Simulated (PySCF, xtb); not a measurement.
FOS, SMILES O=[S]F (connectivity only; charge and spin as stated), charge -1, multiplicity 1.

Harmonic wavenumbers (cm⁻¹) from GFN2-xTB (xtb 6.7.1) at its own minimum, in rising order: 284, 493, 1031.

**Question.** What does PySCF with PBE-D3(BJ)/def2-TZVPD give at its own minimum? (The exact figures need the calculation; the answer reports its results.)

**Answer.** 292, 506, 987. Paired by order, the mean absolute difference is 22 cm⁻¹ and the zero-point energies are 2.6 and 2.6 kcal/mol.
